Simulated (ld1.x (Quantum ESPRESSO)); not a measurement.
W (Z = 74), TM: configuration errors across variants

| Property | Result |
| --- | --- |
| Element | tungsten (W) |
| Generator | ld1.x (Quantum ESPRESSO) 7.5 |
| Type | norm-conserving Troullier–Martins (Kleinman–Bylander form) |
| Functional | LDA (PZ) |
| Relativity | scalar-relativistic |
| Frozen core | [Xe] 4f14 |
| Valence charge | 6 |
| Reference configuration | 5d4 6s0 6p0 (charge +2) |
| Partial waves | 6s (bound, empty): rc 2.50 bohr; 6p (bound, empty): rc 3.10 bohr; 5d (bound): rc 2.15 bohr |
| Local potential | all-electron potential smoothed inside 3.10 bohr (lloc = -1) |
| Core correction | none |

All-electron excitation energies from the reference (eV): (1) 5d4 6s2 6p0 -25.160; (2) 5d4 6s1 6p0 -16.026; (3) 5d3 6s0 6p0 25.705; (4) 5d4 6s1 6p1 -20.586; (5) 5d4 6s0 6p2 -15.721; (6) 5d3 6s2 6p0 -16.100; (7) 5d2 6s0 6p0 63.246; (8) 5d4 6s0 6p0 spin -2.364; (9) 5d4 6s2 6p0 spin -27.094.

Spin tests fill each open shell by Hund’s rule, majority spin first.

2 further variants failed, have other tests or another functional or relativity, and are left out.

A true bound ghost makes a file unfit for plane-wave use even where its test errors are small: the radial tests pick states by their node count and pass the ghost by.

Errors AE − PS in meV (a dash: test not solved or not reliable):

```csv
change,(1),(2),(3),(4),(5),(6),(7),(8),(9),bound ghosts
base,+85,+33,-16,+60,+38,+18,+13,+2820,+2279,none
"type PAW; waves now 6s (bound): rcut 2.15, rcutus 2.50 bohr; 6s channel at -1.1 Ry: rcut 2.15, rcutus 2.50 bohr; 6p (bound): rcut 2.70, rcutus 3.10 bohr; 6p channel at 0.25 Ry: rcut 2.70, rcutus 3.10 bohr; 5d (bound): rcut 1.85, rcutus 2.15 bohr; 5d channel at -1.15 Ry: rcut 1.85, rcutus 2.15 bohr; local potential all-electron potential smoothed inside 2.20 bohr (lloc = -1); core correction a·sin(br)/r model core, default radius (ld1.x builds one for every PAW set, though the input has nlcc=.false.); augmentation PSQ, inside the norm-conserving radii",–,–,–,–,–,–,–,–,–,s
wave 6s (bound): rc 2.50 bohr becomes 6s (bound): rc 1.78 bohr,+257,+109,-16,+131,+38,+433,+13,+2820,+2434,none
"all radii scaled by about 1.05 (s 2.62, p 3.26, d 2.26 bohr); local potential all-electron potential smoothed inside 3.26 bohr (lloc = -1)",+82,+32,-19,+58,+37,+20,+7.5,+2820,+2272,none
wave 5d (bound): rc 2.15 bohr becomes 5d (bound): rc 2.06 bohr,+85,+33,-16,+60,+37,+17,+9.7,+2820,+2279,none
```

(1) Give the same row for: core correction a·sin(br)/r model core inside 2.06 bohr.

Answers

(1) -8.9, -1.8, -104, +4.1, +7.5, -75, -477, +992, +816; bound ghosts: none.
